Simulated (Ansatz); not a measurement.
`C/N=C(\C)BO` + HCl → `C/N=C(/C)Cl` + `BO` at 298.15 K and 1 bar (substitution at a C–B bond).

Calculated with Ansatz (gas phase, PBE0-D4/def2-TZVP geometries, no zero-point term in ΔE). CBS: MP2 limit from def2 TZ/QZ plus the TZ coupled-cluster correction, frozen cores. This one scheme is used for every species. Double bonds are as drawn, so ΔE can hold a change between cis and trans. One conformer a species, not always the lowest.

```
      species  CCSD(T)/CBS energy (Eh)  H − E (kJ/mol)  S (J/(mol·K))
`C/N=C(\C)BO`               -273.66950           323.7          359.5
          HCl               -460.38127            26.6          186.8
`C/N=C(/C)Cl`               -632.23577           248.9          330.4
         `BO`               -101.80414           103.5          230.4
```

H − E and S are ideal-gas, rigid-rotor, harmonic terms from PBE0-D4/def2-TZVP, for one conformer and one mirror image of each species. 1 Eh = 2625.50 kJ/mol, R = 8.31446 J/(mol·K).

Question: By hand: ΔE, ΔH, ΔS and ΔG.

Answer: ΔE = (-632.23577) + (-101.80414) − (-273.66950) − (-460.38127) = 0.01086 Eh = 28.5 kJ/mol. Δ(H − E) = 248.9 + 103.5 − 323.7 − 26.6 = 2.1, so ΔH = 30.6 kJ/mol. ΔS = 330.4 + 230.4 − 359.5 − 186.8 = 14.5 J/(mol·K). ΔG = 30.6 − 298.15 × (14.5)/1000 = 26.3 kJ/mol.

Question: By hand: the equilibrium constant, and the temperature at which ΔG would vanish if ΔH and ΔS stayed fixed.

Answer: log₁₀ K = −ΔG/(RT ln 10) = -4.6. ΔG = 0 at ΔH/ΔS = 2110 K, though so small a ΔS makes that figure unsure.

The number of gas molecules stays the same, so ΔS is small and ΔH decides. A doubt of 5 kJ/mol in ΔE shifts log₁₀ K by 0.9 here. Other conformers and mirror images would add mixing entropy, several J/(mol·K) or more a flexible species. These are equilibria of isolated gas molecules and say nothing of rates. Largest T1 diagnostic: 0.014 (customary marks: 0.02 for closed shells, 0.045 for open ones).
